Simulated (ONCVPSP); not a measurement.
**Reading a pseudo-wave (calcium)**

Columns: radius, all-electron u(r) and pseudo u(r) of the 3p shell (level -28.01 eV) of calcium in the configuration [Ne] 3s2 3p6 4s2; PBE, scalar-relativistic, ONCV scheme, ONCVPSP 4.0.1.

| r (bohr) | all-electron | pseudo |
| --- | --- | --- |
| 0.115 | -0.3658 | 0.0314 |
| 0.230 | -0.4576 | 0.1197 |
| 0.345 | -0.2199 | 0.2518 |
| 0.460 | 0.1214 | 0.4101 |
| 0.575 | 0.4367 | 0.5736 |
| 0.690 | 0.6780 | 0.7202 |
| 0.805 | 0.8377 | 0.8353 |
| 0.920 | 0.9242 | 0.9120 |
| 1.035 | 0.9526 | 0.9462 |
| 1.150 | 0.9389 | 0.9377 |
| 1.265 | 0.8968 | 0.8968 |
| 1.380 | 0.8375 | 0.8374 |
| 1.495 | 0.7689 | 0.7688 |
| 1.610 | 0.6968 | 0.6967 |
| 1.725 | 0.6251 | 0.6251 |
| 1.840 | 0.5564 | 0.5564 |
| 1.955 | 0.4921 | 0.4921 |
| 2.070 | 0.4330 | 0.4329 |
| 2.185 | 0.3794 | 0.3793 |
| 2.300 | 0.3312 | 0.3312 |
| 2.415 | 0.2884 | 0.2883 |
| 2.530 | 0.2505 | 0.2504 |
| 2.645 | 0.2172 | 0.2171 |
| 2.760 | 0.1880 | 0.1880 |
| 2.875 | 0.1626 | 0.1626 |
| 2.990 | 0.1406 | 0.1405 |

**Question.** How many radial nodes do the two functions have?

**Answer.** The all-electron 3p function has n − l − 1 = 1; the pseudo-wave has 0, since the states of the same l below it are removed with the core.

**Question.** At about which radius was the pseudo-wave matched?

**Answer.** 1.30 bohr, where the columns begin to agree (steps of 0.12 bohr).

**Question.** Is the pseudo-wave norm-conserving?

**Answer.** Yes: the ONCV scheme keeps the norm inside the radius equal to the all-electron one, which fixes the energy derivative of the logarithmic derivative at the level.
